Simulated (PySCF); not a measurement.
BrH₂InO₂. Atoms are numbered in the order given.

```xyz
6

In    -0.0021     0.6714     0.0000
Br    -0.0178    -1.8141     0.0000
O     -1.7353     1.6575     0.0000
H     -1.5780     2.6139     0.0000
O      1.7131     1.7017     0.0000
H      2.4806     1.1110     0.0000
```
Charge 0, spin multiplicity 1.

The structure is a stationary point at B3LYP-D3(BJ)/def2-SVP. The structure was generated by enumeration; whether it is a known compound was not checked. The def2 effective core potentials stand for the cores of In; spin–orbit coupling is left out. The values are those of a single conformer.

Method: PySCF with C-PCM-B3LYP/def2-SVP.

The values are the electrostatic part of the solvation free energy, E(continuum) − E(gas) at the gas-phase geometry, in a cavity of scaled van der Waals radii (PySCF's table); cavitation and dispersion terms are not included. A continuum can't describe solvent molecules that bind to the metal. In vacuum the orbital gap is 5.48 eV. The dipole moment in vacuum is 1.58 D.

Computed values in water (ε = 78.36), dichloromethane (ε = 8.93), ethylethanoate (ε = 5.99):
```csv
solvent,ε,ΔG(elec) (kcal/mol),dipole (D),gap (eV)
water,78.36,-11.1,2.12,5.77
dichloromethane,8.93,-9.8,2.05,5.73
ethylethanoate,5.99,-9.2,2.02,5.72
```
